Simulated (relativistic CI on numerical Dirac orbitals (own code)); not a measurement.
# Sensitivity of the levels of In XXV to α and to the nuclear radius

Calculated at this level of theory: Dirac-Coulomb-Breit CI, separate exchange-only KLI orbitals for each configuration, derivatives by finite differences, unscaled Slater integrals, QED left out (own radial code, finite nucleus).

Configurations in the expansion (outside the closed core [Ne]): 3s²3p⁶3d⁷, 3s²3p⁵3d⁸, 3s²3p⁴3d⁹, 3s3p⁶3d⁸, 3p⁶3d⁹, 3s3p⁵3d⁹, 3s²3p⁶3d⁶4s, 3s²3p⁶3d⁶4p. Levels of other configurations are missing.

With x = (α/α₀)² − 1 an excitation energy changes as ω = ω₀ + qx; K = 2q/ω₀ is the relative enhancement. Terms are leading LS components, so labels can repeat. The field-shift factor is F = δν/δ⟨r²⟩ for the transition from the lowest level.

Lowest level 3s²3p⁶3d⁷ ⁴F9/2.

```tsv
Level	ω₀ (cm⁻¹)	q (cm⁻¹)	F (GHz/fm²)
3s²3p⁶3d⁷ ⁴F7/2	55474	63290	0.489
3s²3p⁶3d⁷ ²P3/2	55605	2177	-0.00619
3s²3p⁶3d⁷ ⁴F5/2	61051	30210	0.268
3s²3p⁶3d⁷ ⁴F3/2	93572	69160	0.558
3s²3p⁶3d⁷ ⁴P5/2	103028	61990	0.564
3s²3p⁶3d⁷ ²G9/2	103206	50760	0.481
3s²3p⁶3d⁷ ⁴P1/2	118878	60790	0.486
3s²3p⁶3d⁷ ²H11/2	137860	56130	0.611
3s²3p⁶3d⁷ ²G7/2	142230	77550	0.692
3s²3p⁶3d⁷ ²D5/2	163549	106600	0.881
3s²3p⁶3d⁷ ⁴P3/2	165017	118300	0.957
3s²3p⁶3d⁷ ²P1/2	188617	127100	0.957
3s²3p⁶3d⁷ ²H9/2	195508	121600	1.1
```

At this charge energies of transitions that change n are usually good to better than 1 %, and those within a shell (Δn = 0) to a few per cent. Terms inside the open d or f shell come out 10 to 20 % too wide with unscaled integrals.

(1) Which transition from the lowest level has the largest |K|?

Answers

(1) 3s²3p⁶3d⁷ ⁴F7/2 at 55474 cm⁻¹, K = 2.28.
